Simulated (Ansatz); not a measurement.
# A cut through the energy surface

SnClF (SMILES [F][Sn][Cl]), singlet, at its PBE0-D4/def2-TZVP minimum:

```
3
angstrom
F -1.3896 0.2231 -0.7444
Sn 0.1643 0.8981 0.1907
Cl 1.2143 -1.1860 0.5405
```

The bond length F1–Sn2 (1.935 Å at the minimum) is set to the values below, the two halves moving rigidly along the bond. Each method's energies count from its own value at the PBE0-D4 minimum structure. Computed with Ansatz 0.2.0 (basis: def2-TZVPP); correlated methods freeze the cores. Filled d shells of the heavier atoms are correlated. Core potentials replace the inner electrons of the atoms past krypton. The def2 sets are not built for correlating such inner shells, so the correlated values are less sure here.

CCSD(T) energies along the scan:
```
bond length (Å)  CCSD(T) (eV)
          1.703         0.867
          1.770         0.376
          1.869         0.044
          1.984         0.030
          2.112         0.275
          2.249         0.684
          2.395         1.180
          2.549         1.709
          2.709         2.231
```
They count from the CCSD(T) energy at the PBE0-D4 minimum.

Minimum and curvature along this coordinate at CCSD(T): A fifth-order fit through the nearest points gives 1.929 Å, with a curvature of about 22 eV/Å².

Question: Treat the two halves as rigid bodies and work out the harmonic wavenumber of this stretch from that curvature (ν̃ = 521.5 √(k/μ) cm⁻¹ with k in eV/Å² and μ in u).

Answer: The halves weigh 19.00 and 154.16 u, so μ = 19.00 × 154.16/173.16 = 16.915 u and ν̃ = 521.5 √(22/16.915) ≈ 590 cm⁻¹. A true normal mode mixes in other motions, so this is a guide only.

Largest difference from the CCSD(T) curve over the scan: PBE0-D4 0.111; HF 0.206; MP2 0.017 eV. Each curve counts from its own value at the minimum.

The T1 diagnostic stays at or below 0.023.

For scale, one of the runs: CCSD(T)/def2-TZVPP, 123 basis functions (an equivalent command: `ansatz run in.yaml --threads 2`). Hardware: 2 CPU threads, shared host. Wall time about 4.3 s.
